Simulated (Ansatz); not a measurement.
`CO[SiH](Cl)O[SiH3]`. Total charge 0; spin multiplicity 1. Geometry: relaxed with PBE0-D4/def2-TZVP. It is one conformer, not always the lowest.

```xyz
13

C     1.917    1.053    0.513
O     0.555    1.331    0.764
Si   -0.546    0.198    1.134
Cl   -2.310    1.194    1.365
O    -0.685   -0.915   -0.033
Si   -1.270   -1.250   -1.532
H     2.447    2.003    0.443
H     2.041    0.509   -0.429
H     2.364    0.464    1.322
H    -0.207   -0.506    2.383
H    -1.104   -2.705   -1.762
H    -2.704   -0.881   -1.617
H    -0.499   -0.493   -2.550
```

What is the dipole moment at PBE/def2-TZVPP? (Estimate.)

Computed: 2.02 D, with components (1.77, -0.78, -0.62) D in this frame, pointing from negative to positive charge.

And with r2SCAN, B3LYP, ωB97M-V? (Estimate.)

Computed: r2SCAN 2.11 D, B3LYP 2.13 D, ωB97M-V 2.13 D.

Give the Mulliken charges with PBE, r2SCAN, B3LYP in def2-TZVPP. (An estimate is asked.)

Computed: 
| atom | PBE | r2SCAN | B3LYP |
| --- | --- | --- | --- |
| C1 | -0.15 | 0.00 | -0.13 |
| O2 | -0.28 | -0.36 | -0.35 |
| Si3 | 0.54 | 0.68 | 0.66 |
| Cl4 | -0.22 | -0.24 | -0.24 |
| O5 | -0.30 | -0.41 | -0.38 |
| Si6 | 0.33 | 0.43 | 0.40 |
| H7 | 0.11 | 0.07 | 0.12 |
| H8 | 0.10 | 0.06 | 0.11 |
| H9 | 0.10 | 0.06 | 0.10 |
| H10 | -0.08 | -0.08 | -0.08 |
| H11 | -0.05 | -0.07 | -0.06 |
| H12 | -0.05 | -0.06 | -0.06 |
| H13 | -0.06 | -0.07 | -0.07 |

B3LYP here is the variant with VWN-RPA as its local correlation; programs differ in this.
